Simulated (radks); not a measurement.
Species: the erbium ion Er2+. Configuration: [Xe] 4f12.

Calculated with a radial shooting solver on a logarithmic mesh with Libxc functionals: scalar-relativistic Kohn-Sham, BLYP, spin-polarised, spherical densities, point nucleus; open shells are filled with parallel spins first (spin-orbit coupling, left out, can overturn this in heavy ions).

Energy parts (Ry):
part                       energy
total                 -26173.1671
kinetic                28381.1456
electron-nucleus      -64167.5458
Hartree                10169.6436
exchange-correlation    -556.4105

Orbitals (lengths in bohr, moments of r in powers of bohr; <r^-3> diverges for s and p1/2):
orbital  occ.  eigenvalue (Ry)  <r^-3>      <r^2>
1s up       1        -4218.664       -  0.0005677
1s down     1        -4218.664       -  0.0005677
2s up       1        -709.5855       -   0.008832
2s down     1        -709.5839       -   0.008832
2p up       3        -627.6981   14330   0.007186
2p down     3        -627.6969   14330   0.007186
3s up       1        -159.8043       -    0.05804
3s down     1        -159.7424       -    0.05801
3p up       3        -134.9017    3086    0.05844
3p down     3        -134.8399    3088    0.05840
3d up       5        -103.7365   409.5    0.04875
3d down     5        -103.6892   409.8    0.04871
4s up       1        -32.39933       -     0.2915
4s down     1        -32.26632       -     0.2916
4p up       3        -24.21061   696.7     0.3307
4p down     3        -24.07993   696.1     0.3309
4d up       5        -13.24880   77.58     0.3958
4d down     5        -13.12109   77.46     0.3964
4f up       7         -1.32438   10.68     0.9020
4f down     5         -1.21438   10.49     0.9551
5s up       1         -4.89419       -      1.758
5s down     1         -4.83358       -      1.774
5p up       3         -3.00721   86.76      2.508
5p down     3         -2.96407   85.12      2.540
5d up       0         -1.00348   3.494      7.141
5d down     0         -0.98975   3.355      7.310
6s up       0         -1.11787       -      12.15
6s down     0         -1.11122       -      12.26

The highest occupied level is 4f down at -16.522 eV. The density falls to 0.001 e/bohr^3 at r = 3.36 bohr.
